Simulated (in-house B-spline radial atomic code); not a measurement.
Configurations of F³⁺, with energies counted from [He] 2s2 2p2. Computed with a B-spline radial code for spherical atoms: non-relativistic SCAN, spin-polarised, spherical fractional occupations, point nucleus. Shells without spins written out take the highest spin.

```json
{"configuration": "[He] 2s2 2p(1 up, 1 down)", "E - E(ref) (eV)": "4.0077", "highest orbital": "2p up", "its <r> (bohr)": "0.8309"}
{"configuration": "[He] 2s1 2p3", "E - E(ref) (eV)": "6.9534", "highest orbital": "2p up", "its <r> (bohr)": "0.8176"}
{"configuration": "[He] 2s2 2p(1 up, 0 down) 3s(1 up, 0 down)", "E - E(ref) (eV)": "52.943", "highest orbital": "3s up", "its <r> (bohr)": "2.346"}
{"configuration": "[He] 2s2 2p(1 up, 0 down) 3p(1 up, 0 down)", "E - E(ref) (eV)": "57.735", "highest orbital": "3p up", "its <r> (bohr)": "2.458"}
{"configuration": "[He] 2s1 2p2 3d1", "E - E(ref) (eV)": "71.139", "highest orbital": "3d up", "its <r> (bohr)": "2.373"}
```

Task: Order these further configurations by energy, lowest first.
A. [He] 2s1 2p2 3s1
B. [He] 2s2 2p1 3d1
C. [He] 2s2 2p(1 up, 0 down) 3d(0 up, 1 down)
D. [He] 2s(1 up, 0 down) 2p(2 up, 0 down) 3s(0 up, 1 down)
E. [He] 2s1 2p2 3p1

Result: A (61.16 eV), D (62.343 eV), B (63.079 eV), C (63.479 eV), E (65.926 eV).
